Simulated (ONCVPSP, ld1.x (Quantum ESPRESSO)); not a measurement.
## Pseudopotentials across the periodic table

Generated with ld1.x 7.5 (TM, RRKJ, ultrasoft, PAW), atompaw 4.2 or ONCVPSP 4.0.1. The cutoff is in Ry: for ld1.x and atompaw files where the sum of valence levels is converged to 10 mRy in a Bessel basis, for ONCV files where the hardest occupied wave has 1 mHa per electron of residual kinetic energy. The error is the largest all-electron minus pseudo excitation energy over each file’s own four to seven test configurations (ionisations up to +4, promotions, holes and added fractions of an electron), all of which were solved. The labels leave out finer settings (local radius, basis sizes, second energies), which also bear on the numbers. Spin-polarised tests are not counted. The rows are a selection from randomly drawn settings: files with unsolved tests, undetermined cutoffs or missed reference levels are left out.

A true bound ghost makes a file unfit for plane-wave use even where its test errors are small: the radial tests pick states by their node count and pass the ghost by.

| element | potential | cutoff (Ry) | largest error (meV) | bound ghosts |
| --- | --- | --- | --- | --- |
| Cl | ONCV, PBE, scalar-relativistic, rc 1.10/1.45/1.10 (spd), local s, core correction no, reference 3s2 3p4, qcut 7.6/4.7/7.8, projectors 0/1/2 | 32 | +117 | none |
| Ar | ONCV, PW91, fully relativistic, rc 1.10/1.20 (sp), local smoothed, core correction no, reference 3s2 3p6, qcut 7.6/6.1, projectors 1/2 | 39 | +96 | none |
| Sc | ONCV, PBE, scalar-relativistic, rc 2.75/2.55/1.55 (spd), local smoothed, core correction no, reference 3d1 4s2, qcut 2.5/2.9/9.7, projectors 3/2/2 | 69 | +294 | none |
| Ge | ONCV, PBE, scalar-relativistic, rc 1.70/2.00/0.95 (spd), local d, core correction yes, reference 3d10 4s1 4p3, qcut 4.9/4.1/16.9, projectors 2/2/0 | 228 | -1.4 | s, p |
| Kr | PAW, BP86, scalar-relativistic, rc 1.20/1.65 (sp), local smoothed, core correction yes, reference 4s2 4p6 | 30 | -167 | none |
| Mo | ONCV, PBEsol, scalar-relativistic, rc 1.45/2.00/2.50 (spd), local smoothed, core correction no, reference 4s2 4p6 4d5 5s1, qcut 8.1/6/7.1, projectors 2/2/2 | 50 | +30 | none |
| Ru | ONCV, PBE, fully relativistic, rc 1.20/2.25/1.55/2.05 (spdf), local smoothed, core correction yes, reference 4s2 4p6 4d7 5p1, qcut 5.7/5.5/5.7/6.2, projectors 2/2/3/2 | 296 | -8.1 | p3/2 |

(1) Fill in the row for Zr: RRKJ, PBE, fully relativistic, rc 3.10/1.40/2.50 (spd), local s, core correction yes, reference 4p6 4d2 5s0.5 5p0.

(2) Fill in the row for Ta: PAW, PBEsol, scalar-relativistic, rc 2.80/3.65/3.10 (spd), local smoothed, core correction yes, reference 5d3 6s1.5 6p0.

Results:

(1) cutoff 70 Ry, largest error -730 meV, bound ghosts: none.

(2) cutoff 10 Ry, largest error -30 meV, bound ghosts: none.
